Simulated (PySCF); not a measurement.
# How methods differ on the excitation energy of Ta

Ta [Xe] 4f14 5d3 6s2 (4F) → Ta [Xe] 4f14 5d5 (6S), as a difference of total energies. Calculation: PySCF 2.14, in ANO-RCC-VTZP; the spin-free X2C one-electron Hamiltonian (Gaussian nucleus). Correlated levels: valence: [Xe] 4f14 frozen. The calculations carry no spin-orbit coupling.

```json
{"method": "UHF", "excitation energy (eV)": "3.023"}
{"method": "MP2 (valence)", "excitation energy (eV)": "3.337"}
{"method": "SCS-MP2 (valence)", "excitation energy (eV)": "4.016"}
{"method": "CCSD (valence)", "excitation energy (eV)": "3.512"}
{"method": "CCSD(T) (valence)", "excitation energy (eV)": "3.573"}
```

Question: How much does correlation contribute at CCSD(T) (valence)?

Answer: 3.573 − (3.023) = 0.550 eV, measured against UHF.

A first-order spin-orbit estimate (lowest level to lowest level, LS coupling) adds 0.483 eV.
